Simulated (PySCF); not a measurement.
Screening by computed properties: pick the candidate that meets the target.

All species are isolated and taken at one optimised geometry, non-relativistic unless stated; the electronic structure was computed with PySCF and density fitting.

The conformers computed, where there is a choice (atom-mapped SMILES and torsion angles):
- `[CH3:1]/[C:2]([C:3](=[O:4])[F:5])=[C:6](/[F:7])[C:8]([CH3:9])([CH3:10])[CH3:11]`: C1–C2–C3–O4 -13°, C2–C6–C8–C9 77°
- `[CH3:1][CH2:2][CH2:3][P@H:4](=[S:5])[CH2:6][SiH3:7]`: C1–C2–C3–P4 -62°, C2–C3–P4–S5 -44°, C3–P4–C6–Si7 -169°
- `[O:1]=[P:2]([OH:3])([OH:4])[OH:5]`: H–O3–P2–O1 18°, H–O4–P2–O1 2°, H–O5–P2–O1 178°
- `[CH3:1][CH:2]([CH3:3])[CH:4]1[CH2:5][CH2:6][CH2:7]1`: C1–C2–C4–C5 171°
- `[cH:1]1[cH:2][o:3][c:4]([PH:5][CH:6]2[CH2:7][CH2:8]2)[cH:9]1`: O3–C4–P5–C6 109°, C4–P5–C6–C7 93°
- `[CH3:1][CH:2]([CH3:3])[C@@:4]1([C:5](=[O:6])[F:7])[CH2:8][C@:9]1([CH3:10])[F:11]`: C1–C2–C4–C5 65°, C2–C4–C5–O6 -19°
- `[CH3:1][O:2][c:3]1[cH:4][cH:5][c:6]([CH3:7])[cH:8][p:9]1`: C1–O2–C3–C4 180°
- `[CH3:1][C:2](=[O:3])[C@@H:4]([CH3:5])[C:6]([Cl:7])([Cl:8])[Cl:9]`: C1–C2–C4–C5 124°, C2–C4–C6–Cl7 56°

**Question.** Wanted: dipole moment between 3 D and 4.3 D (PBE0/pcSseg-1) and HOMO energy above -7 eV (PBE0/pcSseg-1), at GFN2-xTB geometries. Which candidate meets both?
A. `O=P(O)(O)O`
B. `C/C(C(=O)F)=C(/F)C(C)(C)C`
C. `COc1ccc(C)cp1`
D. `c1coc(PC2CC2)c1`
E. `CC(C)C1CCC1`
F. `CCC[P@H](=S)C[SiH3]`
G. `CC(C)[C@@]1(C(=O)F)C[C@]1(C)F`

**Answer.** F. Computed values:
```
                      species  dipole moment  HOMO energy
                  CC(C)C1CCC1         0.02 D     -8.10 eV
                COc1ccc(C)cp1         0.61 D     -6.42 eV
              c1coc(PC2CC2)c1         1.41 D     -6.24 eV
                   O=P(O)(O)O         2.56 D     -8.86 eV
          CCC[P@H](=S)C[SiH3]         4.18 D     -6.58 eV
CC(C)[C@@]1(C(=O)F)C[C@]1(C)F         4.43 D     -8.23 eV
    C/C(C(=O)F)=C(/F)C(C)(C)C         5.08 D     -7.70 eV
```

**Question.** Wanted: HOMO–LUMO gap between 6.3 eV and 6.7 eV (PBE0/pcSseg-1) and smallest rotational constant below 3 GHz (GFN2-xTB), at GFN2-xTB geometries. Which candidate meets both?
A. `OP(O)(O)=O`
B. `CCC[P@H](=S)C[SiH3]`
C. `CC(=O)[C@@H](C)C(Cl)(Cl)Cl`
D. `C(=C(/F)C(C)(C)C)(/C(F)=O)C`
E. `CC(C)C1CCC1`

**Answer.** C. Computed values:
```csv
species,HOMO–LUMO gap,smallest rotational constant
C(=C(/F)C(C)(C)C)(/C(F)=O)C,6.17 eV,0.611 GHz
CC(=O)[C@@H](C)C(Cl)(Cl)Cl,6.44 eV,0.769 GHz
CCC[P@H](=S)C[SiH3],6.94 eV,0.671 GHz
OP(O)(O)=O,9.27 eV,4.364 GHz
CC(C)C1CCC1,9.62 eV,1.429 GHz
```
